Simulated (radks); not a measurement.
Problem. Mg2+, configuration [Ne] (the NIST ground configuration). Method: Dirac Kohn-Sham, PBEsol, spin-unpolarised, spherical densities, finite nucleus; Fermi nuclear charge, rms radius 3.057 fm; computed with a radial shooting solver on a logarithmic mesh with Libxc functionals. Some entries of the table are withheld. Estimate them.

orbital,occ.,eigenvalue (eV),<r^2> (bohr^2)
1s1/2,2,-1277.042,(1)
2s1/2,2,(2),0.5825
2p1/2,2,-66.7645,0.5957
2p3/2,4,-66.4741,0.5994

Solution. 
(1) 1s1/2 <r^2> (bohr^2): 0.02306
(2) 2s1/2 eigenvalue (eV): -99.6514
